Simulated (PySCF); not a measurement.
Species: C3H17NOSi4.
Numbering: `[CH3:1][Si:2]([CH3:3])([CH3:4])[O:5][SiH2:6][N:7]([SiH3:8])[SiH3:9]` (hydrogens: H10, H11, H12 on C1; H13, H14, H15 on C3; H16, H17, H18 on C4; H19, H20 on Si6; H21, H22, H23 on Si8; H24, H25, H26 on Si9)

The calculation used PBE0-D3(BJ)/def2-SVP geometry optimisation, gas phase in PySCF 2.14.0.

Question: What internal coordinates does the optimisation give?

Answer: 
```tsv
bond	length (Å)	order
C1–Si2, Si2–C3, Si2–C4	1.871	single
Si2–O5	1.680	single
O5–Si6	1.646	single
Si6–N7	1.746	single
N7–Si8, N7–Si9	1.753	single
C1–H10 and 8 like bonds	1.101	single
Si6–H19, Si6–H20	1.494	single
Si8–H21 and 5 like bonds	1.495	single
```

Bonds in one row agree within 0.01 Å and their mean is given. Orders are formal, as drawn. A selection of angles:
```tsv
angle	degrees
Si2–C1–H10	111.0
H10–C1–H11	107.9
C1–Si2–C3	111.5
C1–Si2–O5	108.5
Si2–O5–Si6	147.6
O5–Si6–N7	105.6
O5–Si6–H19	110.0
O5–Si6–H20	110.6
N7–Si6–H19	110.9
H19–Si6–H20	108.7
Si6–N7–Si8	120.6
Si6–N7–Si9	119.0
Si8–N7–Si9	120.4
N7–Si8–H21	111.9
N7–Si8–H22	107.1
H21–Si8–H22	108.8
H21–Si8–H23	108.1
N7–Si9–H25	106.0
N7–Si9–H26	112.9
```

Torsions: C1–Si2–O5–Si6 -34° (synclinal); Si2–O5–Si6–N7 118° (anticlinal); O5–Si6–N7–Si8 179° (antiperiplanar). The mirror-image conformer, all signs reversed, is as good.

The O–Si distances run from 1.646 Å (O5–Si6, drawn single) to 1.680 Å (Si2–O5, drawn single), a spread of 0.034 Å. Si2 (oxygen-bound silicon) is tetrahedral (angles from 106.5° to 111.5°). O5 (siloxane oxygen) is bent (angle 147.6°). Of the pairs four or more bonds apart, Si2···Si9 is among the closest relative to their van der Waals radii: 4.11 Å, 98 % of the sum of Bondi's values. Si8 (SiH3 silicon) is tetrahedral (angles from 107.1° to 111.9°). N7 (nitrogen bridging silicon atoms) is planar (angles 120.6°, 120.4° and 119.0°, sum 360.0°, 0.02 Å off the plane of its three neighbours). Si6 (oxygen-bound silicon) is distorted tetrahedral (angles from 105.6° to 111.0°).

Point group: C1 (no symmetry element, even within 0.4 Å). Stationary, but not proved a minimum. One conformer, not necessarily the lowest.
